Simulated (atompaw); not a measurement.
## How hard is this Tm PAW (atompaw) potential?

```
Element                 : Tm (Z = 69)
Generator               : atompaw 4.2.0.5
Type                    : PAW
Functional              : PBE
Relativity              : scalar-relativistic
Frozen core             : [Kr] 4d10
Valence charge          : 23
Reference configuration : 4f13 5s2 5p6 5d0 6s1 6p0 (charge +1)
Partial waves           : 5s (bound): rc 1.35 bohr; 6s (bound): rc 3.00 bohr; 5p (bound): rc 1.55 bohr; 6p (bound, empty): rc 3.00 bohr; 5d (bound, empty): rc 3.00 bohr; 5d channel at 1.75 Ry: rc 3.00 bohr; 4f (bound): rc 0.95 bohr; 4f channel at -0.1 Ry: rc 0.95 bohr
Local potential         : troulliermartins scheme with l = 4 at 0.5 Ry, radius 2.75 bohr
Core correction         : smooth core density matched at 1.55 bohr
Augmentation charge     : besselshape compensation charge, radius 2.65 bohr; PAW radius 3.00 bohr; waves and projectors: custom rrkj gramschmidtortho
```

The pseudo-atom Hamiltonian at the reference potential is diagonalised in spherical Bessel functions j_l(qr) that vanish at 20 bohr, with q² up to the cutoff. All-electron valence levels (Ry): 5s -4.4179, 6s -0.6737, 5p -2.4710, 6p -0.4046, 5d -0.4824, 4f -0.7165.

How do the lowest levels (Ry) of each channel move with the cutoff, and are there ghosts?

| cutoff (Ry) | s #1 | s #2 | p #1 | p #2 | d #1 | d #2 | f #1 | Σ f·Δε (mRy) |
| --- | --- | --- | --- | --- | --- | --- | --- | --- |
| 8 | -4.3314 | -0.6735 | -1.1235 | -0.4045 | -0.4745 | -0.1432 | -0.0738 | 16614.4 |
| 25 | -4.4167 | -0.6735 | -2.4673 | -0.4046 | -0.4824 | -0.1441 | -0.0739 | 8379.0 |
| 50 | -4.4177 | -0.6735 | -2.4709 | -0.4046 | -0.4824 | -0.1441 | -0.0740 | 8353.7 |
| 100 | -4.4179 | -0.6735 | -2.4710 | -0.4046 | -0.4824 | -0.1441 | -0.4966 | 2859.7 |
| 180 | -4.4179 | -0.6735 | -2.4710 | -0.4046 | -0.4824 | -0.1441 | -0.7135 | 39.1 |
| 400 | -4.4179 | -0.6735 | -2.4710 | -0.4046 | -0.4824 | -0.1441 | -0.7165 | 0.0 |

Result: no extra level below or beside the all-electron valence levels (s, p, d, f tested); 10 mRy is reached at 230 Ry and 1 mRy at over 300 Ry.
